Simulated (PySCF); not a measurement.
Isomers of C4H11F2NSi, mass 139.063 u with the commonest isotopes. Method: PBE0/pcSseg-1 in PySCF (dipole) on a GFN2-xTB geometry, gas phase. One conformer each, none proved a minimum here; rigid rotors.

Question: Order these by rotational constant B, largest first.
A. `[F:1][CH2:2][C@@H:3]([F:4])[CH2:5][CH2:6][NH:7][SiH3:8]` with F1–C2–C3–F4 95°, C2–C3–C5–C6 78°, C3–C5–C6–N7 180°, C5–C6–N7–Si8 -82°
B. `[CH3:1][NH:2][SiH2:3][C@@H:4]([F:5])[C@H:6]([CH3:7])[F:8]` with C1–N2–Si3–C4 180°, N2–Si3–C4–F5 54°, Si3–C4–C6–C7 166°
C. `[NH2:1][CH2:2][C@H:3]([CH2:4][SiH3:5])[CH:6]([F:7])[F:8]` with H–N1–C2–C3 -68° and 173°, N1–C2–C3–C4 -63°, C2–C3–C4–Si5 164°, C2–C3–C6–F7 -63°
D. `[CH3:1][C@@H:2]([CH:3]([F:4])[F:5])[Si@@H:6]([CH3:7])[NH2:8]` with C1–C2–C3–F4 71°, C1–C2–Si6–C7 -44°, C2–Si6–N8–H -167° and 55°
E. `[F:1][CH:2]([F:3])[CH2:4][CH2:5][CH2:6][NH:7][SiH3:8]` with F1–C2–C4–C5 177°, C2–C4–C5–C6 67°, C4–C5–C6–N7 53°, C5–C6–N7–Si8 -141°

Answer: C (1177 MHz), D (1117 MHz), B (841.6 MHz), E (806.9 MHz), A (587.0 MHz).

Question: Order these by dipole moment, smallest first.
A. `[CH3:1][C@@H:2]([CH2:3][NH2:4])[CH2:5][SiH:6]([F:7])[F:8]` with C1–C2–C3–N4 179°, C2–C3–N4–H 73° and -166°, C1–C2–C5–Si6 -170°, C2–C5–Si6–F7 -56°
B. `[NH2:1][CH2:2][C@H:3]([CH2:4][SiH3:5])[CH:6]([F:7])[F:8]` with H–N1–C2–C3 -68° and 173°, N1–C2–C3–C4 -63°, C2–C3–C4–Si5 164°, C2–C3–C6–F7 -63°
C. `[CH3:1][NH:2][SiH2:3][C@@H:4]([F:5])[C@H:6]([CH3:7])[F:8]` with C1–N2–Si3–C4 180°, N2–Si3–C4–F5 54°, Si3–C4–C6–C7 166°
D. `[CH3:1][C@@H:2]([CH:3]([F:4])[F:5])[Si@@H:6]([CH3:7])[NH2:8]` with C1–C2–C3–F4 71°, C1–C2–Si6–C7 -44°, C2–Si6–N8–H -167° and 55°
E. `[F:1][CH:2]([F:3])[CH2:4][CH2:5][CH2:6][NH:7][SiH3:8]` with F1–C2–C4–C5 177°, C2–C4–C5–C6 67°, C4–C5–C6–N7 53°, C5–C6–N7–Si8 -141°
F. `[F:1][CH2:2][C@@H:3]([F:4])[CH2:5][CH2:6][NH:7][SiH3:8]` with F1–C2–C3–F4 95°, C2–C3–C5–C6 78°, C3–C5–C6–N7 180°, C5–C6–N7–Si8 -82°

Answer: C (1.02 D), B (1.69 D), F (2.26 D), D (2.46 D), E (2.93 D), A (5.62 D).

Question: Order these by radius of gyration √(Σ m r²/M), largest first.
A. `[CH3:1][C@@H:2]([CH2:3][NH2:4])[CH2:5][SiH:6]([F:7])[F:8]` with C1–C2–C3–N4 179°, C2–C3–N4–H 73° and -166°, C1–C2–C5–Si6 -170°, C2–C5–Si6–F7 -56°
B. `[F:1][CH:2]([F:3])[CH2:4][CH2:5][CH2:6][NH:7][SiH3:8]` with F1–C2–C4–C5 177°, C2–C4–C5–C6 67°, C4–C5–C6–N7 53°, C5–C6–N7–Si8 -141°
C. `[F:1][CH2:2][C@@H:3]([F:4])[CH2:5][CH2:6][NH:7][SiH3:8]` with F1–C2–C3–F4 95°, C2–C3–C5–C6 78°, C3–C5–C6–N7 180°, C5–C6–N7–Si8 -82°
D. `[NH2:1][CH2:2][C@H:3]([CH2:4][SiH3:5])[CH:6]([F:7])[F:8]` with H–N1–C2–C3 -68° and 173°, N1–C2–C3–C4 -63°, C2–C3–C4–Si5 164°, C2–C3–C6–F7 -63°
E. `[CH3:1][NH:2][SiH2:3][C@@H:4]([F:5])[C@H:6]([CH3:7])[F:8]` with C1–N2–Si3–C4 180°, N2–Si3–C4–F5 54°, Si3–C4–C6–C7 166°
F. `[CH3:1][C@@H:2]([CH:3]([F:4])[F:5])[Si@@H:6]([CH3:7])[NH2:8]` with C1–C2–C3–F4 71°, C1–C2–Si6–C7 -44°, C2–Si6–N8–H -167° and 55°

Answer: C (2.648 Å), B (2.360 Å), E (2.288 Å), D (2.198 Å), A (2.067 Å), F (2.025 Å).

| SMILES | point group | Ia (u·Å²) | Ib (u·Å²) | Ic (u·Å²) | κ | μa (D) | μb (D) | μc (D) |
| --- | --- | --- | --- | --- | --- | --- | --- | --- |
| FC[C@@H](F)CCN[SiH3] | C1 | 138.66 | 860.92 | 950.04 | -0.96 | 1.44 | 0.86 | 1.52 |
| FC(F)CCCN[SiH3] | C1 | 198.98 | 626.29 | 723.18 | -0.88 | 2.32 | 1.67 | 0.65 |
| CN[SiH2][C@@H](F)[C@H](C)F | C1 | 145.77 | 600.48 | 710.34 | -0.91 | 0.53 | 0.86 | 0.14 |
| C[C@@H](C(F)F)[Si@@H](C)N | C1 | 227.49 | 452.48 | 460.34 | -0.97 | 1.70 | 1.71 | 0.50 |
| NC[C@H](C[SiH3])C(F)F | C1 | 299.97 | 429.35 | 613.91 | -0.18 | 0.12 | 1.52 | 0.74 |
| C[C@@H](C(F)F)[Si@H](C)N | C1 | 218.37 | 452.19 | 464.13 | -0.95 | 1.10 | 1.10 | 0.44 |
| CN[SiH2]C(CF)CF | C1 | 176.10 | 591.92 | 682.93 | -0.89 | 2.35 | 1.03 | 1.37 |
| C[C@@H](CN)C[SiH](F)F | C1 | 185.61 | 450.03 | 552.34 | -0.77 | 4.91 | 2.54 | 0.95 |
